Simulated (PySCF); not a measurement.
Atoms are numbered as in `[CH:1]#[C:2][AlH2-:3][AsH3+:4]`. Each H is labelled by its parent atom.

Geometry: PBE0-D3(BJ)/def2-SVP; GIAO shifts from PySCF 2.14, gas phase, non-relativistic, averaged over equivalent atoms.

At PBE0/pcSseg-1 (129 basis functions, 9.6 s wall time on 1 thread of an Arm Neoverse V2, shared host):
```
 atoms  δ (ppm)
    C1    106.8
    C2     96.9
   Al3     34.9
   As4    141.6
H(Al3)     4.11
H(As4)     3.64
 H(C1)     2.10
```

Shifts are taken against calculated references (same method and geometry level): ¹³C (σ = 184.41 ppm) and ¹H (σ = 31.27 ppm) against TMS; ²⁷Al (σ = 489.28 ppm) against AlH4-; AsH3 for ⁷⁵As (σ = 1910.42 ppm).

Question: What do these become at WP04/pcSseg-2?

Answer: 
```
 atoms  δ at WP04/pcSseg-2  change
    C1                98.6    -8.2
    C2                94.1    -2.8
   Al3                26.0    -8.9
   As4               127.1   -14.5
H(Al3)                3.27   -0.84
H(As4)                3.32   -0.32
 H(C1)                1.67   -0.43
```

Chemical shifts δ = σref − σ; ¹³C (172.10 ppm), ¹H (31.61 ppm) vs TMS; AlH4- for ²⁷Al (478.77 ppm); AsH3 for ⁷⁵As (1755.87 ppm), all at this level.

The largest change is at As4 (arsenic bonded to Al, 3 H). Cost: 262 basis functions, 27 s wall time on 1 thread of an Arm Neoverse V2, shared host.

Relativistic effects, spin–orbit coupling among them, are left out; they matter for As and for the light atoms bonded to it.
